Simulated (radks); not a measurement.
Results of a calculation; reference values are marked as such.
Effect of the nuclear size on the argon ion Ar+, [Ne] 3s2 3p5. Code: a radial shooting solver on a logarithmic mesh with Libxc functionals. Model: Dirac Kohn-Sham, PBE, spin-unpolarised, spherical densities, finite nucleus; open shells fill j = l - 1/2 first; Fermi nuclear charge, rms radius 3.4274 fm. The rms radius is varied about that value; shifts are against it.

rms radius (fm),total energy shift (eV),density at nucleus (e/bohr^3),1s1/2 shift (meV),2s1/2 shift (meV)
2.9887,-0.00446,4352,-1.88,-0.142
3.256,-0.00181,4344,-0.763,-0.058
3.4274,0,4339,0.000,0.000
3.7427,0.00357,4331,1.50,0.113
4.0546,0.00741,4324,3.12,0.235

Slopes of the eigenvalues against <r^2> in GHz/fm^2, as finite differences over the two radii next to the reference (eigenvalue slopes, not the field-shift constants of lines): 1s1/2 161, 2s1/2 12.1.
